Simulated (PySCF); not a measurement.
From computed data to an observable: dipole moment from atomic charges

WOCl3, SMILES [Cl][W]([Cl])([Cl])=[O] (connectivity only; charge and spin as stated), neutral, multiplicity 2. Atoms are numbered in the order given.

```xyz
5

W     -0.0743    -0.2166     0.0000
O      0.0917    -1.8855     0.0000
Cl    -2.1748     0.6570     0.0000
Cl     1.2275     0.5866    -1.6862
Cl     1.2275     0.5866     1.6862
```
Charge 0, spin multiplicity 2.

The structure is a stationary point at PBE0-D3(BJ)/def2-SVP. The multiplicity is an assumed one; other spin states were not compared. The isomer is the one that the SMILES or the coordinates give; other isomers of the formula were not compared. The def2 effective core potentials stand for the cores of W; spin–orbit coupling is left out.

Charges (e) from PBE/def2-TZVP (PySCF):

| atom | Mulliken | ESP fit |
|---|---|---|
| W1 | 1.064 | 0.494 |
| O2 | -0.343 | -0.205 |
| Cl3 | -0.252 | -0.055 |
| Cl4 | -0.234 | -0.117 |
| Cl5 | -0.234 | -0.117 |

The dipole moment of the full density is 1.16 D.

Q: What dipole moment does each set of point charges give, and which comes closer to that of the density?

A: 
μ = Σ q r, and 1 e Å = 4.8032 D.
Mulliken: Σ q r = (-0.137, -0.024, 0.000) e Å, |μ| = 0.67 D.
ESP fit: Σ q r = (-0.223, 0.106, 0.000) e Å, |μ| = 1.19 D.
ESP fit comes closer in size. Point charges leave out the atoms' own dipoles (lone pairs, polarised bonds); fits to the potential absorb them, partitions of the density don't.
